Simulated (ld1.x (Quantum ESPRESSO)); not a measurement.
## Which change was made? (P, PAW)

ld1.x (Quantum ESPRESSO) 7.5 input, shortened:

```
&input
   title='P', zed=15., rel=0, dft='PZ', iswitch=3,
   config='[Ne] 3s2 3p3 3d-2'
 /
 &inputp
   pseudotype=3, lpaw=.true., tm=.true., lloc=-1, rcloc=0.65,
   nlcc=.true., rcore=0.70,
   which_augfun='PSQ', rmatch_augfun_nc=.true.
 /
6
2S  1  0   2.00   0.00  0.70  0.80  0.0
3S  2  0   2.00   0.00  0.70  0.80  0.0
2P  2  1   6.00   0.00  0.75  0.80  0.0
3P  3  1   3.00   0.00  0.75  0.80  0.0
3D  3  2  -2.00  -0.05  0.65  0.85  0.0
3D  3  2  -2.00   1.15  0.65  0.85  0.0
 &test
   configts(1)='2s2 2p6 3s2 3p3'
 /
```

Cutoffs, loose and tight: the cutoffs (Ry, on a coarse ladder) from which the occupation-weighted sum of valence levels, in a spherical-Bessel basis at the reference potential, stays within 10 and 1 mRy of its value at 400 Ry. They do not see the model core or the augmentation charge, which bear on the density cutoff. Test errors are all-electron minus pseudo excitation energies from the reference, over the configurations 2s2 2p6 3s2 3p2; 2s2 2p6 3s2 3p1; 2s2 2p6 3s2 3p0; 2s1 2p6 3s2 3p3; 2s2 2p6 3s2 3p2.5; 2s2 2p5 3s2 3p3; 2s2 2p6 3s2 3p3.3 (two spin-polarised tests are not counted in the largest error); variants that change the core or the reference have their own tests.

The base gives: outcome: generated; cutoff, loose: 200 Ry; cutoff, tight: over 300 Ry; bound ghosts: none; largest test error (meV): -10.

(1) After one change the result is: outcome: generated, misses its reference levels by 7.93 eV; bound ghosts: not determined; largest test error (meV): -9600. Which change was it?
A. local potential all-electron potential smoothed inside 0.75 bohr (lloc = -1)
B. type ultrasoft; local potential all-electron potential smoothed inside 0.60 bohr (lloc = -1); augmentation built from norm-conserving waves at rcut, not smoothed further
C. local potential all-electron potential smoothed inside 0.88 bohr (lloc = -1)

Answers

(1) B. The others give: local potential all-electron potential smoothed inside 0.88 bohr (lloc = -1) → outcome: generated; cutoff, loose: 200 Ry; cutoff, tight: over 300 Ry; bound ghosts: none; largest test error (meV): +24 | local potential all-electron potential smoothed inside 0.75 bohr (lloc = -1) → outcome: generated, overlap not positive; bound ghosts: not determined (overlap not positive); largest test error (meV): -16. A file whose overlap is not positive is unfit for use, and its test errors describe a broken file.
